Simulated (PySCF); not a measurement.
GaO: from constants to spectrum

ROHF-CCSD(T) constants of GaO, ²Σ⁺ (doublet), unpaired electrons σ ↑ (PySCF, no relativity, basis sets Ga def2-TZVPPD, O def2-TZVPPD; masses 68.9256 and 15.9949 u):

```
ωe           : 756.3 cm⁻¹
ωexe         : 6.07 cm⁻¹
Be           : 0.44492 cm⁻¹
αe           : 0.00407 cm⁻¹
De to Ga + O : 4.20 eV
```

**Question.** What force constant and bond length do these constants imply?

**Answer.** Reduced mass μred = 12.982 u; k = 5.8918×10⁻⁷·μred·ωe² (u, cm⁻¹, mdyn/Å) = 4.38 mdyn/Å; Re = √(16.8576/(μred·Be)) (u, cm⁻¹, Å) = 1.708 Å.

**Question.** Estimate the centrifugal constant D from the Kratzer relation and find the Dunham coefficient a1.

**Answer.** D = 4Be³/ωe² = 6.16e-07 cm⁻¹; a1 = −1 − αeωe/(6Be²) = -3.59.

Correlated steps freeze 10 core orbitals. Spin–orbit coupling is left out. The CCSD T1 diagnostic is raised, a sign that a single reference may not be enough here. The state is the lowest determinant that a PBE0 search found; another state may lie lower at other levels.
